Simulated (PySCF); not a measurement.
## Electron correlation in Zr(4+) (zirconium, charge +4)

Starting occupation: [Kr]. Calculation: PySCF 2.14, in x2c-TZVPPall-2c with one added diffuse shell each of s, p, d, f type (9s10p8d3f1g, 109 functions); X2C-1e with screened-nucleus spin-orbit coupling, Gaussian nucleus. Frozen: [Ne]; 26 electrons correlated.

MP2 pair energies summed by pair of shells (mhartree):

```tsv
pair	energy	share (%)
3d3/2-3d5/2	-68.62	13.2
4p3/2-4p3/2	-63.02	12.1
4p1/2-4p3/2	-59.96	11.5
3d5/2-3d5/2	-44.73	8.6
3d5/2-3p3/2	-37.44	7.2
3d3/2-3p3/2	-25.67	4.9
4p3/2-4s1/2	-20.72	4.0
3d5/2-3p1/2	-19.27	3.7
3d3/2-3d3/2	-18.41	3.5
4p1/2-4p1/2	-16.10	3.1
3d5/2-4p3/2	-14.36	2.8
3d5/2-3s1/2	-12.61	2.4
3d3/2-3p1/2	-12.19	2.3
4p1/2-4s1/2	-10.29	2.0
3p1/2-3p3/2	-10.17	1.9
3d3/2-4p3/2	-9.18	1.8
3p3/2-3p3/2	-9.15	1.8
3d3/2-3s1/2	-8.45	1.6
3d5/2-4p1/2	-7.16	1.4
4s1/2-4s1/2	-6.88	1.3
3p3/2-3s1/2	-5.95	1.1
3d5/2-4s1/2	-5.94	1.1
3p3/2-4p3/2	-5.67	1.1
3d3/2-4p1/2	-5.06	1.0
3d3/2-4s1/2	-3.90	0.7
3p3/2-4p1/2	-3.31	0.6
3p1/2-3s1/2	-3.02	0.6
3p1/2-4p3/2	-2.94	0.6
3p3/2-4s1/2	-2.44	0.5
3p1/2-3p1/2	-2.07	0.4
```

Total MP2 correlation energy: -521.83 mhartree.

The virtual space was cut to 106 spinors, which keep -519.90 of the -521.83 mhartree of MP2 correlation.

```
level  correlation energy (mhartree)
 CCSD                        -502.57
```

Diagnostics: T1 = 0.0011, largest double amplitude 0.041.

Q: Is a single reference adequate?

A: Yes: T1 lies below 0.03 and no double amplitude reaches 0.07.

This basis was not built for core-valence correlation, so the inner-shell part is incomplete.
